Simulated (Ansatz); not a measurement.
Program: Ansatz. Geometries: PBE0-D4/def2-TZVP. ΔE: electronic, gas phase. CCSD(T)/CBS adds triple-zeta CCSD(T) − MP2 to the extrapolated MP2 energy (def2 sets, frozen cores). Functionals use def2-TZVPP. B3LYP here is the variant with VWN-RPA as its local correlation; programs differ in this. For Zn outer-core shells are correlated without core-valence functions, which leaves a few kJ/mol of doubt a bond. Scalar relativity is left out up to krypton. One conformer a species, not always the lowest.

`[F][Zn][O][SiH3]` + `CC(C)C(C)S` → `C[CH](S)[Zn][F]` + `CC(C)O[SiH3]`  (formal exchange of groups at a Zn–O bond)

CCSD(T)/CBS gives +27.0 kcal/mol.

**Question.** Another level gave +22.2 kcal/mol. Which?
A. B2PLYP/def2-TZVPP
B. CCSD/def2-TZVPP
C. r2SCAN/def2-TZVPP
D. B3LYP/def2-TZVPP

**Answer.** C. r2SCAN 22.2, CCSD/def2-TZVPP 27.1, B2PLYP 23.9, B3LYP 20.5 kcal/mol.

Largest T1 diagnostic among the species: 0.017.

The D4 term adds +1.2 kcal/mol with B3LYP and +0.7 kcal/mol with PBE0; it sums over pairs of atoms, weighted by their polarisabilities, and B3LYP, whose exchange is more repulsive, gets the larger term. From PBE to PBE0 (25 % exact exchange), in def2-TZVPP and without D4, ΔE moves by +2.9 kcal/mol.
